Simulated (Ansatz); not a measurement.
SiH2MeI (CH5ISi). Charge 0, multiplicity 3. Geometry r2SCAN-D4/def2-TZVP, that of the neutral singlet; atoms count from 1.

| atom | x (Å) | y (Å) | z (Å) |
| --- | --- | --- | --- |
| Si1 | -0.524 | -0.580 | 0.313 |
| H2 | -0.008 | -1.340 | 1.477 |
| H3 | -1.091 | -1.524 | -0.679 |
| C4 | 0.795 | 0.496 | -0.442 |
| H5 | 1.625 | -0.126 | -0.792 |
| H6 | 1.181 | 1.208 | 0.289 |
| H7 | 0.400 | 1.055 | -1.292 |
| I8 | -2.378 | 0.810 | 1.125 |

In the def2 sets I takes a core potential; there is no spin–orbit coupling. At PBE0-D4/def2-TZVP a singlet of charge 0 lies 5.40 eV below the triplet at the same geometry.

Estimate the Mulliken populations from the PBE0/def2-TZVP orbitals of Ansatz.


```tsv
atom	charge (e)	spin (α − β)
Si1	-0.09	0.69
H2	-0.01	0.05
H3	-0.01	0.05
C4	-0.49	-0.02
H5	0.15	0.01
H6	0.14	0.00
H7	0.14	0.00
I8	0.16	1.21
```
Mulliken values depend strongly on the basis.

Where does the spin sit?

Summed by element: Si 0.69, H 0.11, C -0.02, I 1.21, of 2 unpaired in all. Largest on single atoms: I8 1.21, Si1 0.69, H3 0.05.

And the Mayer bond orders between heavy atoms (over 0.3)?

Si1–C4 1.00 (1.86 Å); Si1–I8 0.60 (2.46 Å).
